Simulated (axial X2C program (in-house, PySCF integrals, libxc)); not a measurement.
**SbTe⁺ along the bond: BP86, with spin–orbit coupling**

All values were computed with an axial X2C code built on PySCF integrals. Two-component (2c) means X2C with spin–orbit coupling and atomic mean-field two-electron Coulomb and Gaunt terms. Basis: Te dyall-cv3z [11s12p8d4f1g], Sb dyall-cv3z [11s12p8d4f1g] (cores contracted in-house); Gaussian nuclei, density fitting, unrestricted open shells. Masses: Te 129.906 u, Sb 120.904 u.

State: Ω = 0 (closed shell). Dipoles are positive if Sb is the positive end and refer to the centre of mass.

| R (Å) | μ (D) | HOMO (eV) | LUMO (eV) |
| --- | --- | --- | --- |
| 2.141 | 0.804 | -13.08 | -9.80 |
| 2.240 | 1.007 | -12.85 | -9.94 |
| 2.313 | 1.158 | -12.65 | -10.04 |
| 2.387 | 1.304 | -12.46 | -10.13 |
| 2.461 | 1.445 | -12.29 | -10.22 |
| 2.547 | 1.601 | -12.11 | -10.31 |
| 2.633 | 1.748 | -11.94 | -10.39 |
| 2.744 | 1.922 | -11.75 | -10.48 |
| 2.879 | 2.113 | -11.55 | -10.58 |
| 3.076 | 2.349 | -11.30 | -10.67 |

Q: The minimum lies at 2.493 Å. What is the dipole moment there?

A: At BP86, 2c, with the sign and origin stated: μ = 1.50 D.

The state is a single determinant with fixed occupations, the lowest that a limited PBE0 search found. The closed shell is kept restricted, so the energy runs too high when the bond is stretched far.
